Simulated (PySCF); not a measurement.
**Worked example: oscillator strength and radiative lifetime**

Te(Br)(OH) (BrHOTe), SMILES Br[Te]O.

The structure is a stationary point at PBE0-D3(BJ)/def2-TZVP. The def2 effective core potentials stand for the cores of Te; spin–orbit coupling is left out. One conformer was computed; it need not be the lowest.

PySCF 2.14.0 with TDA-LC-ωPBE/def2-SVPD puts the first singlet state with f over 0.02 at 6.21 eV (vertical), with the transition dipole (-0.674, 0.023, 0.276) in atomic units.

**Question.** Find the oscillator strength, the wavelength and the radiative lifetime that this transition would have in vacuum if emission retraced absorption.

**Answer.** 
|μ|² = 0.5310 au, so |μ| = 1.85 D. ΔE = 6.21/27.211 = 0.2282 hartree. f = (2/3) ΔE |μ|² = 0.081 (the program prints 0.081).
λ = 1239.84/6.21 = 200 nm; ν = 50087 cm⁻¹.
Einstein's coefficient A = 0.6670 ν² f s⁻¹ (ν in cm⁻¹) = 1.4e8 s⁻¹, so τ = 1/A = 7.4 ns. This state is S5; the lower singlets have f = 0.001, 0.003, 0.004, 0.003. The figure is the radiative limit of this one transition; relaxation, internal conversion, crossing to triplets and a medium change what is measured.
